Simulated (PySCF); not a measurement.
Löwdin shares of the frontier orbitals

C7H9F.
Z-matrix (Å and degrees, PBE0-D3(BJ)/def2-SVP geometry), rows numbered from 1:
```
C 
C   1  1.3436
C   2  1.4466  1  122.72
C   3  1.3520  2  130.84  1   179.12
F   4  1.3443  3  114.89  2  -179.84
C   4  1.4645  3  132.48  2     0.03
C   6  1.3458  4  118.79  3  -179.22
C   6  1.5005  4  120.28  3     0.76
H   1  1.0921  2  121.43  3   179.94
H   1  1.0942  2  121.37  3     0.00
H   2  1.0905  1  118.17  3  -179.96
H   3  1.0953  2  115.69  1    -0.73
H   7  1.0902  6  121.74  4    -0.03
H   7  1.0924  6  120.36  4   179.94
H   8  1.1009  6  111.68  4   -60.68
H   8  1.0979  6  109.99  4   179.59
H   8  1.1009  6  111.66  4    59.84
```

The calculation used PySCF, TDDFT wB97X-D/def2-SVPD, vertical, gas phase, core orbitals frozen in the response.

Frontier orbitals with the atoms that hold most of them (Löwdin shares over 4%, at most four atoms; ? is withheld):

| orbital | ε (eV) | atoms |
| --- | --- | --- |
| HOMO-3 | -11.88 | C2 18%, C3 12%, H11 10%, C1 10% |
| HOMO-2 | -11.37 | C2 26%, C3 23%, C1 15%, C4 11% |
| HOMO-1 | -10.11 | ? |
| HOMO | -8.00 | ? |
| LUMO | 0.11 | C7 18%, C1 16%, C4 15%, C3 13% |
| LUMO+1 | 2.35 | C8 20%, C7 13%, H15 8%, H17 8% |
| LUMO+2 | 2.43 | C2 23%, C1 18%, C6 14%, C7 11% |

(1) Which atoms hold the HOMO-1, and with what shares?

(2) Give the leading atoms of the HOMO.

(3) How does S1 compare with the orbital gap of 8.11 eV?

(4) One configuration dominates each of S1 and S3. Which, and how do the shares of the two leading atoms of either orbital change from the occupied to the empty one?

## Answers

(1) C6 (bonded to 3 C) 26%; C7 (bonded to C and 2 H) 22%; C2 (bonded to 2 C and H) 9%; C1 (bonded to C and 2 H) 9%.

(2) C3 (bonded to 2 C and H) 18%; C1 (bonded to C and 2 H) 18%; C4 (bonded to 2 C and F) 16%; C7 (bonded to C and 2 H) 14%.

(3) S1 is at 4.83 eV (f = 0.939), 3.28 eV below the gap, made of HOMO→LUMO (98%). Without the coupling terms of the response equations the lowest excitation would equal the gap.

(4) 
- S1 (4.83 eV, f 0.939), HOMO→LUMO (98%): C3 18% → 13%, C1 18% → 16%, C7 14% → 18%
- S3 (6.54 eV, f 0.0071), HOMO→LUMO+1 (79%): C3 18% → at most 8%, C1 18% → at most 8%, C8 at most 14% → 20%, C7 14% → 13%

Löwdin shares depend on the basis, the more so with diffuse functions.

One conformer stands for the species.
